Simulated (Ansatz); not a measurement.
Relaxation of the cluster Zn2Te⁺ with UKS PBE-D4/def2-TZVP.

```sh
$ ansatz run in.yaml --threads 4 --pin off --events-out ev --progress --plain --max-ram 3916MiB
```

```yaml
crystal:
  periodic: [false, false, false]
  atoms:
    - {symbol: Zn, position_ang: [-1.072160, -1.032650, 0.710830]}
    - {symbol: Zn, position_ang: [0.002860, 0.777960, -1.451760]}
    - {symbol: Te, position_ang: [1.069300, 0.254690, 0.740930]}
basis:
  gaussian: {orbitals: def2-TZVP}
total_charge: 1
magnetization: {spin_polarized: true, initial_magnetization: 1}
hamiltonian: {xc: pbe, dispersion: d4}
scf: {lower_state_search: "off"}
output: {orbitals: {seedname: orbitals}}
relax: {f_tol: 0.02, max_steps: 100}
```

It took 11 s on 4 threads of Arm Neoverse V2 on a shared host.

Positions (Å) and forces (eV/Å) at steps 1, 2, 3, 4, 6 of 6:

```xyz
3
step=1 energy=-104111.7595 eV
Zn   -1.072   -1.033    0.711   -0.311   -0.169   -0.038
Zn    0.003    0.778   -1.452   -0.191    0.057   -0.325
Te    1.069    0.255    0.741    0.502    0.112    0.363
3
step=2 energy=-104111.7813 eV
Zn   -1.090   -1.034    0.693    0.039    0.049   -0.048
Zn   -0.020    0.770   -1.463   -0.019   -0.043    0.059
Te    1.110    0.264    0.770   -0.020   -0.007   -0.011
3
step=3 energy=-104111.7856 eV
Zn   -1.085   -1.017    0.667    0.040    0.054   -0.055
Zn   -0.037    0.751   -1.446   -0.022   -0.049    0.066
Te    1.122    0.266    0.779   -0.017   -0.005   -0.011
3
step=4 energy=-104111.7824 eV rejected
Zn   -1.053   -0.912    0.507   -0.021   -0.111    0.183
Zn   -0.141    0.629   -1.338    0.134    0.132   -0.095
Te    1.194    0.282    0.831   -0.112   -0.022   -0.087
3
step=6 energy=-104111.7988 eV
Zn   -1.066   -0.958    0.578    0.004    0.008   -0.009
Zn   -0.094    0.683   -1.383   -0.004   -0.008    0.010
Te    1.160    0.275    0.806    0.000    0.000   -0.001
```

In the def2 sets Te takes a core potential; there is no spin–orbit coupling. The relaxation made no stability test and no search for a lower SCF solution. Another isomer (doublet) lies 0.03 eV lower at PBE0-D4/def2-TZVP; other spin states weren't run for this one.
